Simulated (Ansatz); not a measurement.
Ansatz results at the PBE0-D4/def2-TZVP geometry: HOMO energy (B3LYP/def2-TZVPP) -6.87 eV; HOMO–LUMO gap (PBE/def2-TZVPP) 3.56 eV; LUMO energy (ωB97M-V/def2-TZVPP) 0.52 eV.

Each molecule was computed in one conformer, which needn't be the lowest.

Problem. Which molecule gave them?
A. `CC1=C(O)CC1`
B. `N=C1OC[Se]1`
C. `[CH3][GeH]([NH2])[SH]`
D. `FC1=CC=CC1`

Solution. B. The others give `[CH3][GeH]([NH2])[SH]`: -6.85, 5.42, 2.13; `CC1=C(O)CC1`: -5.76, 4.93, 2.39; `FC1=CC=CC1`: -6.09, 3.74, 1.57.

B3LYP here is the variant with VWN-RPA as its local correlation; programs differ in this.
